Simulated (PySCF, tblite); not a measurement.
Isomers of C6H5N2 (doublet state). Computed with GFN2-xTB (tblite): harmonic, unscaled wavenumbers at the GFN2-xTB geometry, gas phase. Errors from tens to a few hundred cm⁻¹ against measured bands are possible. One conformer each. Open shells enter through the occupations alone, without spin polarisation, and single modes of such species can be off by tens of per cent.

Electronic energies: B3LYP/pcH-1 single points on the GFN2-xTB geometries (PySCF, gas phase).

| SMILES | electronic energy, lowest = 0 (kJ/mol) |
| --- | --- |
| C#Cc1cnn([CH2])c1 | 8.8 |
| C#C/C=N\[CH]CC#N | 0.0 |
| [H]\[C]=C/C=N\C=C\C#N | 45.6 |

**Question.** How do GFN2-xTB zero-point energies change the relative energies?

**Answer.** 
```csv
SMILES,ZPE (kJ/mol),of it from modes above 1550 cm⁻¹,electronic (kJ/mol),"with ZPE, lowest = 0 (kJ/mol)",lowest mode (cm⁻¹),rings
C#C/C=N\[CH]CC#N,233.0,118.7,0.0,0.0,43,0
C#Cc1cnn([CH2])c1,240.1,110.0,8.8,15.9,124,1
[H]\[C]=C/C=N\C=C\C#N,233.0,135.4,45.6,45.6,50,0
```

The zero-point energies span 7.1 kJ/mol, from `[H]\[C]=C/C=N\C=C\C#N` to `C#Cc1cnn([CH2])c1`. The order is unchanged.

**Question.** And how do the electronic energies of GFN2-xTB itself compare?

**Answer.** `C#C/C=N\[CH]CC#N` 98.3; `C#Cc1cnn([CH2])c1` 0.0; `[H]\[C]=C/C=N\C=C\C#N` 179.2 kJ/mol, lowest = 0. Against the energies above, taken from the same isomer `C#C/C=N\[CH]CC#N`, the largest difference is 107.1 kJ/mol.

**Question.** What do entropy and thermal enthalpy add at 298.15 K and 1 bar (rigid rotor, harmonic oscillator, one conformer each)?

**Answer.** 
```csv
SMILES,point group,symmetry number,S (J/(mol K)),H − H(0) (kJ/mol),ZPE + H − H(0) − TS (kJ/mol)
C#C/C=N\[CH]CC#N,C1,1,395.1,25.51,140.7
C#Cc1cnn([CH2])c1,Cs,1,352.8,21.67,156.6
[H]\[C]=C/C=N\C=C\C#N,C1,1,389.7,25.10,141.9
```

S holds R ln(2S + 1) for the spin.
